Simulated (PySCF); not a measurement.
A structure optimised at PBE-D3(BJ)/def2-SVP, used in a PySCF frequency run:

```xyz
12

Si     2.4541    -0.7699     0.1734
Si     0.2415    -1.3847    -0.3143
N     -0.2281    -0.7160    -1.9575
C     -0.9396     0.3343    -1.6822
Si    -1.3420     0.2831     0.2049
Cl    -0.9675     1.9441     1.4257
H      2.7464    -1.0957     1.6139
H      2.5830     0.7136    -0.0365
H      3.4414    -1.4899    -0.7048
H     -0.0031    -2.8646    -0.1688
H     -1.2661     1.0253    -2.4950
H     -2.7713    -0.1313     0.4543
```

### Question
Write its SMILES and formula.

### Answer
[SiH3][Si@@H]1N=C[Si@@H]1Cl, CH6ClNSi3

### Question
What are its rotational constants (standard atomic weights)?

### Answer
1.9712, 1.0202, 0.77094 GHz
